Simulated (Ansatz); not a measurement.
Basis-set extrapolation for C$_{4}$H$_{6}$BCl (`C=C1BCC1Cl`) (PBE0-D4/def2-TZVP geometry, frozen core, Ansatz 0.2.0). Multiplicity 1, RHF reference.

```json
{"": "HF", "def2-TZVPP": "-639.164829", "def2-QZVPP": "-639.185311"}
{"": "MP2 correlation", "def2-TZVPP": "-0.932793", "def2-QZVPP": "-0.999603"}
{"": "CCSD(T) correlation", "def2-TZVPP": "-1.030681", "def2-QZVPP": "not run"}
```

Energies in hartree. Use E(X) = E(∞) + A·exp(−7.88·√X) for Hartree–Fock and E(X) = E(∞) + B·X^(−2.97) for correlation, with X = 3 and 4, and add CCSD(T) minus MP2 of the smaller set to the MP2 limit.

**Question.** What is the CCSD(T) energy at the basis-set limit?

**Answer.** HF limit: -639.185311 + (-0.020482) × 0.13774 = -639.18813. MP2 limit: -0.999603 + (-0.066810) × 0.74074 = -1.04909. Higher-order term: -1.030681 − (-0.932793) = -0.09789. Total: -640.33511 hartree, 366.5 kJ/mol below CCSD(T)/def2-TZVPP.
